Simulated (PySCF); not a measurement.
Cr²⁺: excitation energy

Cr²⁺ [Ar] 3d4 (5D) → Cr²⁺ [Ar] 3d3 4p1 (high-spin determinant), as a difference of total energies. Calculation: PySCF 2.14, in aug-cc-pwCVTZ-DK; scalar relativity by spin-free X2C-1e. Correlated levels: valence: [Ar] frozen; valence and next inner shell: [Ne] frozen; nothing frozen. The calculations carry no spin-orbit coupling.

```tsv
method	excitation energy (cm⁻¹)
UHF	88983
LDA	95961
PBE	93116
PBE0	93690
r2SCAN	92058
M06-2X	94083
TPSS	92178
LC-wPBE	96517
MP2 (valence)	92898
SCS-MP2 (valence)	90288
MP2 (valence and next inner shell)	96543
SCS-MP2 (valence and next inner shell)	93845
MP2 (all electrons)	96793
SCS-MP2 (all electrons)	94009
```

A first-order spin-orbit estimate (lowest level to lowest level, LS coupling) adds -0.054 eV.

The determinant of the upper state mixes LS terms, which raises its energy above the lowest term, most at the Hartree-Fock and MP2 levels.
